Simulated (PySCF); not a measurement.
MoH3, SMILES [MoH3] (connectivity only; charge and spin as stated), neutral, multiplicity 4.

Coordinates come from a B3LYP-D3(BJ)/def2-TZVPD optimisation. A frequency run showed that this geometry is not a minimum. The multiplicity is an assumed one; other spin states were not compared. The def2 effective core potentials stand for the cores of Mo; spin–orbit coupling is left out.

Calculation: ωB97X/def2-TZVPD run with PySCF.

Isolated molecule, no solvent.

| Quantity | Result |
|---|---|
| total energy | -69.86303 hartree |
| point group | D3h |
| α spin, highest occupied and lowest empty level | -8.74 and -0.48 eV |
| β spin, highest occupied and lowest empty level | -11.22 and -1.02 eV |
| dipole moment | 0.00 D |
| quadrupole, principal values (traceless, Buckingham form, about the centre of nuclear charge) | -1.72, -1.72, 3.44 D·Å |
| mean static polarisability | 54.1 bohr³ (8.01 Å³) |
| polarisability, principal values | 50.7, 55.8, 55.8 bohr³ |
| ⟨S²⟩ | 3.782 (pure state 3.75) |
